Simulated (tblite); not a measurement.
Species: CH10OSSi3.
SMILES with atom numbers: `[CH3:1][Si@@H:2]([SH:3])[SiH2:4][O:5][SiH3:6]` (hydrogens: H7, H8, H9 on C1; H10 on Si2; H11 on S3; H12, H13 on Si4; H14, H15, H16 on Si6)

Computed geometry: GFN2-xTB, gas phase.

Q: List the bond lengths, angles and torsions at this level.

A: 
| bond | length (pm) | order |
| --- | --- | --- |
| C1–Si2 | 190.2 | single |
| Si2–S3 | 217.8 | single |
| Si2–Si4 | 230.7 | single |
| Si4–O5 | 162.2 | single |
| O5–Si6 | 162.0 | single |
| C1–H7, C1–H8, C1–H9 | 108.7 | single |
| Si2–H10 | 147.5 | single |
| S3–H11 | 132.3 | single |
| Si4–H12 | 147.0 | single |
| Si4–H13 | 146.8 | single |
| Si6–H14, Si6–H15, Si6–H16 | 146.0 | single |

Bonds in one row agree within 1 pm and their mean is given. Orders are formal, as drawn. A selection of angles:
| angle | degrees |
| --- | --- |
| Si2–C1–H7 | 111.7 |
| H7–C1–H8 | 108.1 |
| C1–Si2–S3 | 103.1 |
| C1–Si2–Si4 | 114.2 |
| C1–Si2–H10 | 107.7 |
| S3–Si2–Si4 | 110.1 |
| S3–Si2–H10 | 103.6 |
| Si4–Si2–H10 | 116.8 |
| Si2–S3–H11 | 97.0 |
| Si2–Si4–O5 | 102.1 |
| Si2–Si4–H12 | 115.6 |
| Si2–Si4–H13 | 116.8 |
| O5–Si4–H12 | 107.5 |
| O5–Si4–H13 | 106.9 |
| H12–Si4–H13 | 107.1 |
| Si4–O5–Si6 | 159.9 |
| O5–Si6–H14 | 106.6 |
| O5–Si6–H15 | 108.6 |
| O5–Si6–H16 | 103.8 |
| H14–Si6–H15 | 111.7 |
| H14–Si6–H16 | 113.1 |

Torsions: C1–Si2–Si4–O5 70° (synclinal); Si2–Si4–O5–Si6 172° (antiperiplanar); H11–S3–Si2–C1 174° (antiperiplanar).

Si4 (oxygen-bound silicon) is distorted tetrahedral (angles from 102.1° to 116.8°). Si2 (SiH silicon) is distorted tetrahedral (angles from 103.1° to 116.8°). Si6 (oxygen-bound silicon) is distorted tetrahedral (angles from 103.8° to 113.1°).

Point group: C1 (no symmetry element, even within 0.4 Å). Its lowest GFN2-xTB frequency is 11 cm⁻¹, too small to tell a flat minimum from a shallow saddle. One conformer, not necessarily the lowest (C1–Si2–S3–H 174°, C1–Si2–Si4–O5 70°, Si2–Si4–O5–Si6 172°). 3 starts were optimised and ended at 0.00, 0.97 and 2.02 kcal/mol (GFN2-xTB); the lowest of these is shown.
